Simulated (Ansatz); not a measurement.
Name a neutral molecule of B, C, O, S, Si and H with size of the dipole moment (ωB97M-V/def2-TZVPP) between 1.90 and 2.20 D and size of the dipole moment (PBE/def2-TZVPP) between 1.35 and 1.65 D (Ansatz, PBE0-D4/def2-TZVP geometry).

`SB1OC[SiH2]1` (1.91 D, 1.61 D). Other molecules can fit too; these were computed, each in one conformer that needn't be the lowest.
